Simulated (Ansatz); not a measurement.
Ansatz (a program for electronic structure) input (CCSD(T)/aug-cc-pVDZ):

Ansatz 0.2 input:
```yaml
crystal:
  periodic: [false, false, false]
  atoms:
    - {symbol: B, position_ang: [-0.07256371, 0.45146116, -0.35422101]}
    - {symbol: O, position_ang: [1.06659339, -0.13500571, 0.38864321]}
    - {symbol: O, position_ang: [-1.16242726, -0.23827402, -0.13792737]}
    - {symbol: H, position_ang: [0.19620846, 1.40541215, -0.98849286]}
    - {symbol: H, position_ang: [1.96950808, 0.22686796, 0.36475208]}
    - {symbol: H, position_ang: [-1.99247755, 0.02567489, -0.55813180]}
    - {symbol: H, position_ang: [0.95625049, -0.92902301, 0.94725092]}
basis:
  gaussian:
    orbitals: aug-cc-pVDZ
total_charge: 1
magnetization: {spin_polarized: false}
correlation: {method: ccsd_t, electrons: outside_noble_gas}
output: {forces: true}
```

Output:

```
Functional definition: HF
integrals: 0.15 GiB planned
1000 factors; integrals over basis functions are off by at most 7.4e-4 eV
mean field: 0.26 GiB planned
mean field evaluation 1: about -4797.4484 eV, gradient 6.6e1 eV
mean field evaluation 2: about -4797.4476 eV, gradient 6.6e1 eV
mean field evaluation 4: about -4805.0159 eV, gradient 3.4e0 eV
mean field evaluation 8: about -4805.0549 eV, gradient 2.5e-4 eV
mean field evaluation 16: about -4805.0551 eV, gradient 2.7e-1 eV
mean field -4805.05491076 eV, -176.5825109873 hartree, gradient 2.4e-6 eV, S^2 0.000000; 0 other end points of the search recorded, 0 dependent functions left out
3 core orbitals not correlated
reference -4805.05491076 eV, -176.5825109873 hartree; 9, 9 occupied and 93, 93 virtual orbitals, 1000 factors
densities: 0.80 GiB planned
second order -13.05153088 eV of doubles, -0.00000000 eV of singles
coupled cluster: 0.47 GiB planned
cycle   1  -13.26124888 eV  change   -2.1e-1 eV  update   7.9e-2
cycle   2  -13.55255091 eV  change   -2.9e-1 eV  update   2.2e-2
cycle   3  -13.63178229 eV  change   -7.9e-2 eV  update   1.2e-2
cycle   4  -13.62601138 eV  change    5.8e-3 eV  update   3.0e-3
cycle   5  -13.62501276 eV  change    1.0e-3 eV  update   1.3e-3
cycle   6  -13.62557990 eV  change   -5.7e-4 eV  update   3.7e-4
cycle   7  -13.62542195 eV  change    1.6e-4 eV  update   1.2e-4
cycle   8  -13.62534618 eV  change    7.6e-5 eV  update   4.1e-5
cycle   9  -13.62535333 eV  change   -7.2e-6 eV  update   1.5e-5
perturbative correction -0.35066354 eV, -0.0128866474 hartree
the calculation of the forces begins
Total energy: -4819.03092763 eV, -177.0961201341 hartree
Atom 0 at    -0.072564     0.451461    -0.354221 Å, force     0.205695     0.543397    -0.347069 eV/Å
Atom 1 at     1.066593    -0.135006     0.388643 Å, force     0.344278    -0.229102     0.262944 eV/Å
Atom 2 at    -1.162427    -0.238274    -0.137927 Å, force    -0.659228    -0.704088     0.343448 eV/Å
Atom 3 at     0.196208     1.405412    -0.988493 Å, force     0.109807     0.290481    -0.185571 eV/Å
Atom 4 at     1.969508     0.226868     0.364752 Å, force     0.037717     0.002033     0.008698 eV/Å
Atom 5 at    -1.992478     0.025675    -0.558132 Å, force    -0.047872     0.112757    -0.096520 eV/Å
Atom 6 at     0.956250    -0.929023     0.947251 Å, force     0.009602    -0.015479     0.014070 eV/Å
Dipole moment:     0.545678     0.043766     0.115208 e Å
```

It need not be the lowest isomer of its formula.
